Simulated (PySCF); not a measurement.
`C[C@@H]1CO[C@H]1C(N)=O`. The geometry is computed with GFN2-xTB (gas phase).

```
atom  x, y, z in Å
C1    -1.7902   -1.2745    0.3698
C2    -0.7884   -0.1640    0.6090
C3    -1.0154    1.1583   -0.1362
O4     0.2383    1.0422   -0.8160
C5     0.5173   -0.2261   -0.2086
C6     1.7978   -0.2643    0.6173
N7     2.4826    0.8925    0.5861
O8     2.1259   -1.2412    1.2527
H9    -1.4030   -2.2095    0.7673
H10   -2.7308   -1.0462    0.8670
H11   -1.9799   -1.3999   -0.6942
H12   -0.6070   -0.0380    1.6772
H13   -1.8522    1.1500   -0.8402
H14   -1.0609    2.0612    0.4779
H15    0.5436   -1.0360   -0.9460
H16    2.1526    1.6349   -0.0094
H17    3.3625    0.9727    1.0659
```

(1) Which two atoms are farthest apart?

(2) Work out the bond lengths C1–H9, C2–C5, O4–C5, C5–H15, C6=O8 in Å.

(3) How far apart are these pairs, which share no bond: C2···H13, C2···H14, C2···H15, C3···N7, C6···H11, N7···H9, O8···H12?

(4) Where is the centre of mass (commonest isotopes), and what is the radius of gyration?

(5) What is the repulsion energy of the bare nuclei, Σ ZA·ZB/RAB?

(6) What are the angles C2–C1–H10, H9–C1–H10, C3–C2–C5, C3–C2–H12, O4–C3–H13, C2–C5–H15, C5–C6–O8?

(7) Write the matrix of distances between heavy atoms (Å, lower triangle).

Results:

(1) H10···H17, 6.42 Å; the next longest distance is 6.10 Å.

(2) For C1–H9 the difference vector is (0.3872, -0.9350, 0.3975) Å, of length 1.0873 Å. C1–H9 1.087; C2–C5 1.542; O4–C5 1.434; C5–H15 1.096; C6=O8 1.211 Å.

(3) C2···H13 2.227 Å (2 bonds apart); C2···H14 2.246 Å (2 bonds apart); C2···H15 2.225 Å (2 bonds apart); C3···N7 3.582 Å (4 bonds apart); C6···H11 4.157 Å (4 bonds apart); N7···H9 4.975 Å (5 bonds apart); O8···H12 3.016 Å (4 bonds apart).

(4) Mass 115.063 u; centre at (0.466, 0.001, 0.283) Å; Rg = √(Σ m r²/M) = 1.931 Å. As Ia + Ib + Ic = 2 Σ m r², the three principal moments sum to 857.7 u·Å².

(5) 393.20 Eh over 136 pairs, with full nuclear charges and distances in bohr; the largest single term is 20.98 Eh (C6 with O8).

(6) From the scalar product of the two bond vectors; for C2–C1–H10 it is -0.5698 Å² over 1.5146 × 1.0881 Å², cos θ = -0.3458. C2–C1–H10 110.2°; H9–C1–H10 108.7°; C3–C2–C5 84.4°; C3–C2–H12 113.6°; O4–C3–H13 111.3°; C2–C5–H15 114.0°; C5–C6–O8 122.2°.

(7) 
```
C1    0.000
C2    1.515  0.000
C3    2.603  1.535  0.000
O4    3.300  2.131  1.431  0.000
C5    2.600  1.542  2.067  1.434  0.000
C6    3.736  2.588  3.241  2.489  1.524  0.000
N7    4.796  3.437  3.582  2.651  2.397  1.345  0.000
O8    4.015  3.173  4.190  3.613  2.399  1.211  2.264  0.000
```

No GFN2-xTB frequencies stand behind this structure, so it isn't proved a minimum. One conformer, not necessarily the lowest.
